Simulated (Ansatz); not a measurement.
Isolated molecules relaxed with PBE0-D4/def2-TZVP in Ansatz; ΔE leaves out vibrations. CCSD(T)/CBS adds triple-zeta CCSD(T) − MP2 to the extrapolated MP2 energy (def2 sets, frozen cores). This one scheme is used for every species. DFT in def2-TZVPP. B3LYP here is the variant with VWN-RPA as its local correlation; programs differ in this. Each species was taken in one conformer, which may not be the lowest.

`SBCl` + `O[SiH2][SiH3]` → `[SiH3][SiH2]OBCl` + H₂S  (ligand exchange at a B–S bond)

(1) Is it downhill or uphill in electronic energy at CCSD(T)/CBS, and by how much? (An estimate is asked.)

(2) What do these levels give: PBE-D4, PBE0-D4, B3LYP-D4, B2PLYP, B3LYP, HF/def2-TZVPP, CCSD/def2-TZVPP, CCSD(T)/def2-TZVPP, MP2/def2-QZVPP, SCS-MP2/def2-QZVPP, HF/CBS(def2), MP2/CBS(def2)? (An estimate is asked.)

Largest T1 diagnostic among the species: 0.013.

Results:

(1) The calculation gave: Downhill: ΔE = -14.3 kcal/mol.

(2) The calculation gave: PBE-D4 -11.7, PBE0-D4 -12.8, B3LYP-D4 -15.1, B2PLYP -14.4, B3LYP -14.3, HF/def2-TZVPP -17.8, CCSD/def2-TZVPP -15.4, CCSD(T)/def2-TZVPP -14.8, MP2/def2-QZVPP -13.6, SCS-MP2/def2-QZVPP -14.6, HF/CBS(def2) -18.3, MP2/CBS(def2) -13.3 kcal/mol.

The D4 term adds −0.8 kcal/mol with B3LYP and −0.5 kcal/mol with PBE0; it sums over pairs of atoms, weighted by their polarisabilities, and B3LYP, whose exchange is more repulsive, gets the larger term. From PBE to PBE0 (25 % exact exchange), in def2-TZVPP and without D4, ΔE moves by −1.1 kcal/mol. In def2-TZVPP, CCSD(T) changes the Hartree–Fock value by +3.0 kcal/mol (the triples alone add +0.6 kcal/mol) and MP2 by +4.0 kcal/mol.
